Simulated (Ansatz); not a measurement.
```yaml
crystal:
  periodic: [false, false, false]
  atoms:
    - {symbol: N, position_ang: [-1.832212, -0.361865, 0.816547]}
    - {symbol: Si, position_ang: [-0.737271, 0.412044, -0.245807]}
    - {symbol: Si, position_ang: [1.620647, 0.023027, 0.090604]}
    - {symbol: S, position_ang: [2.361635, -0.424296, -1.850096]}
    - {symbol: Zn, position_ang: [0.152921, -0.333009, -2.329589]}
    - {symbol: H, position_ang: [-2.701769, 0.069962, 1.079348]}
    - {symbol: H, position_ang: [-1.840756, -1.357629, 0.956222]}
    - {symbol: H, position_ang: [-1.103068, 1.856025, -0.219681]}
    - {symbol: H, position_ang: [1.792697, -1.111155, 1.042169]}
    - {symbol: H, position_ang: [2.287176, 1.226915, 0.660293]}
basis:
  gaussian: {orbitals: STO-3G}
magnetization: {spin_polarized: true, initial_magnetization: 0}
hamiltonian: {xc: {name: HF}}
correlation: {method: mp2}
output: {forces: true}
```

```sh
$ ansatz run in.yaml --threads 4 --pin off --events-out ev --progress --plain --max-ram 10444MiB
```

**Question.** How does Ansatz answer? (An estimate is asked.)

**Answer.** Computed: The run stopped with an error.
```
Functional definition: HF
586 factors; integrals over basis functions are off by at most 2.4e-4 eV
mean field evaluation 1: about -74567.7632 eV, gradient 2.7e2 eV
mean field evaluation 2: about -74568.0579 eV, gradient 2.7e2 eV
mean field evaluation 4: about -73733.2861 eV, gradient 2.7e2 eV
mean field evaluation 8: about -75210.1131 eV, gradient 1.1e2 eV
mean field evaluation 16: about -75602.7633 eV, gradient 2.1e0 eV
mean field evaluation 32: about -75606.3979 eV, gradient 1.3e0 eV
mean field evaluation 64: about -75606.5420 eV, gradient 4.4e-2 eV
mean field evaluation 96: about -75606.5261 eV, gradient 6.6e-1 eV
mean field evaluation 128: about -75608.3208 eV, gradient 1.7e-3 eV
mean field evaluation 160: about -75608.3186 eV, gradient 4.5e-2 eV
mean field evaluation 256: about -75608.3208 eV, gradient 5.5e-3 eV
mean field evaluation 288: about -75608.3210 eV, gradient 1.1e-3 eV
mean field evaluation 320: about -75608.3210 eV, gradient 7.3e-3 eV
mean field -75608.32101765 eV, -2778.5545482379 hartree, gradient 9.4e-10 eV, S^2 2.002249; 17 other end points of the search recorded, 0 dependent functions left out
21 core orbitals not correlated, not the lowest: weight in the atoms' cores, before any rotation towards them, 0.952 or more for the frozen orbitals, at most 0.070 for the correlated occupied ones
reference -75608.32101765 eV, -2778.5545482379 hartree; 22, 22 occupied and 12, 12 virtual orbitals, 586 factors
second order -4.37199324 eV of doubles, -0.00000000 eV of singles
Error: a frozen or cut orbital at -108.822615 eV and a correlated one at -108.873601 eV lie too close for the energy to have a derivative
```
